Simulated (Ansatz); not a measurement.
[Se3]2- (Se3²⁻). The state is a singlet with charge -2. Geometry r2SCAN-D4/def2-TZVPD, basis def2-TZVPD, Ansatz.

```xyz
3

Se    0.179    0.195   -2.036
Se    0.751    0.332    0.283
Se   -0.929   -0.526    1.753
```

```tsv
run	HOMO (eV)	LUMO (eV)
A	4.39	5.16
B	4.45	5.56
C	3.63	5.90
D	4.22	5.17
E	1.78	6.12
F	1.72	6.66
```

A multiply charged anion in the gas phase is held together partly by the finite basis.

Problem. The runs used B97M-V, LDA (SPW92), r2SCAN, r2SCAN0, ωB97M-V, ωB97X-V. Estimate which is which.

Solution. A LDA (SPW92) (0 % exact exchange); B r2SCAN (0 % exact exchange); C r2SCAN0 (25 % exact exchange); D B97M-V (0 % exact exchange); E ωB97M-V (range-separated); F ωB97X-V (range-separated). Exact exchange lowers occupied and raises empty levels; among semilocal functionals meta-GGAs tend to open the gap a little, and such runs are hard to tell apart. The gap grows from 0.77 eV (LDA (SPW92)) to 4.94 eV (ωB97X-V). At LDA (SPW92)/def2-TZVPD, r2SCAN-D4/def2-TZVPD, r2SCAN0-D4/def2-TZVPD, B97M-V/def2-TZVPD and others the highest occupied level of the charge -2 singlet lies above zero (up to 4.45 eV). The electron is either unbound and held by the finite basis, or the level is raised by self-interaction error.
